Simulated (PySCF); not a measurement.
Zn(F)(Me) (CH₃FZn), SMILES [CH3][Zn][F]. Atoms are numbered in the order given.

```xyz
6

Zn     0.0000     0.0000    -0.0534
F      0.0000     0.0000    -1.8080
C      0.0000     0.0000     1.8597
H      0.8862     0.5116     2.2387
H      0.0000    -1.0233     2.2387
H     -0.8862     0.5116     2.2387
```
Charge 0, spin multiplicity 1.

The structure is a stationary point at PBE0-D3(BJ)/def2-TZVP.

Method: KT2/pcSseg-2 (PySCF).

GIAO shieldings, no solvent; atoms alike by connectivity are averaged. δ = σ(ref) − σ: ¹⁹F against CFCl3 (σ = 125.1 ppm); ¹³C against TMS (σ = 184.2 ppm); ¹H against TMS (σ = 31.47 ppm), references at their B3LYP-D3(BJ)/def2-TZVP geometries, non-relativistic.

| nucleus | atoms | count | δ (ppm) |
|---|---|---|---|
| ¹⁹F | F2 | 1 | -217.3 |
| ¹³C | C3 | 1 | -16.2 |
| ¹H | H4, H5, H6 | 3 | -0.04 |
